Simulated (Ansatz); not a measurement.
Consider the cleavage of the Al–Sb bond: `[F][AlH][SbH2]` + H₂Se → `[F][AlH][SeH]` + `[SbH3]`.

Isolated molecules relaxed with PBE0-D4/def2-TZVP in Ansatz; ΔE leaves out vibrations. CCSD(T)/CBS is the MP2 limit (def2-TZVPP, def2-QZVPP) plus CCSD(T) − MP2 in def2-TZVPP, frozen cores. Functionals use def2-TZVPP. Elements past krypton have def2 core potentials. For Sb, Se outer-core shells are correlated without core-valence functions, which leaves a few kJ/mol of doubt a bond. Scalar relativity is left out up to krypton. One conformer a species, not always the lowest.

```tsv
level	ΔE (eV)
r2SCANh-D4	-0.65
RPA@PBE/def2-TZVPP	-0.64
```

Problem. What does CCSD(T)/CBS give? (Best estimate.)

Solution. The calculation gave: -0.61 eV. The listed levels differ from it by -0.04, -0.03 eV.

Problem. What do rigid-rotor, harmonic-oscillator terms from PBE0-D4/def2-TZVP frequencies (298.15 K, 1 bar) make of the CCSD(T)/CBS value? (An estimate is asked.)

Solution. The calculation gave: ΔZPE = +0.02 eV, ΔH = -0.62 eV, ΔS = -14 J/(mol·K), ΔG = -0.58 eV.

Largest T1 diagnostic among the species: 0.014.

In def2-TZVPP, CCSD(T) changes the Hartree–Fock value by +0.07 eV (the triples alone add +0.01 eV) and MP2 by +0.07 eV. From BLYP to BHLYP (50 % exact exchange), in def2-TZVPP and without D4, ΔE moves by −0.05 eV. Leaving LDA and LC-ωPBE aside and taking each functional with its dispersion term where it has one, the values, not all of them listed here, spread over 0.15 eV, from B97M-V to PBE-D4.
